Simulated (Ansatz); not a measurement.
Geometry optimisation, Ansatz 0.2.0, RKS CAM-B3LYP-D4/def2-SVP.

input.yaml

```yaml
crystal:
  periodic: [false, false, false]
  atoms:
    - { symbol: B, position_ang: [-0.323323, 0.172122, -0.816253] }
    - { symbol: Cl, position_ang: [2.357382, 0.616238, 0.813726] }
    - { symbol: Cl, position_ang: [0.519942, -0.775627, -2.025235] }
    - { symbol: Cl, position_ang: [-0.577284, 1.896499, -1.017593] }
    - { symbol: H, position_ang: [1.20694, 0.097344, 1.164854] }
    - { symbol: "N", position_ang: [-0.882114, -0.497662, 0.365875] }
    - { symbol: H, position_ang: [-0.840152, -1.503212, 0.479419] }
    - { symbol: H, position_ang: [-1.461492, -0.005601, 1.035206] }
basis:
  gaussian: { orbitals: def2-SVP }
hamiltonian:
  xc: cam_b3lyp
  dispersion: d4
relax:
  f_tol: 0.03
  max_steps: 50
```

Command:

```bash
$ ansatz run input.yaml --threads 2 --pin off --max-ram 3072MiB --backend cpu --events-out ev --progress --plain --runs-dir out
```

Problem. Where does it end, and by what steps?

Solution. The run converged. After 8 steps the energy has fallen by 0.169 eV; Cl2 moved furthest, 0.51 Å.

| step | energy less start (eV) | largest force component (eV/Å) | accepted |
| --- | --- | --- | --- |
| 0 | 0.0000 | 1.833 | yes |
| 1 | -0.0899 | 1.312 | yes |
| 2 | -0.0939 | 1.460 | yes |
| 3 | -0.1401 | 1.000 | yes |
| 4 | -0.1629 | 0.441 | yes |
| 5 | -0.1660 | 0.373 | yes |
| 6 | -0.1686 | 0.165 | yes |
| 7 | -0.1691 | 0.059 | yes |
| 8 | -0.1693 | 0.030 | yes |

```xyz
8
Properties=species:S:1:pos:R:3
B -0.442 0.158 -0.901
Cl 2.388 0.476 1.307
Cl 0.295 -0.809 -2.170
Cl -0.791 1.860 -1.168
H 1.178 0.088 1.055
N -0.726 -0.423 0.340
H -0.648 -1.423 0.488
H -1.255 0.071 1.049
```

Run time: 9.6 s on 2 threads of AMD EPYC 9R45 96-Core Processor (Zen 5), on a shared host, peak memory 0.27 GiB.
